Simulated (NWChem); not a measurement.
Species: phosphorus nitride (PN); SMILES N#P

```xyz
2

N      0.0000     0.0000     1.0049
P      0.0000     0.0000    -0.4745
```
Atoms are numbered in this order, from 1.

Program: NWChem. Coordinates come from a PBE0-D3(BJ)/def2-TZVP optimisation. Hartree-Fock couplings suffer from near triplet instabilities. Isotropic indirect couplings, all four terms, static geometry, non-relativistic.

For level Hartree-Fock/pcJ-1:

```yaml
J(14N atom 1, 31P atom 2) (Hz): 15079.5
```

**Question.** Estimate the same quantities for level PBE0/pcJ-1.

**Answer.** The J(14N atom 1, 31P atom 2) (Hz) is -46.7.
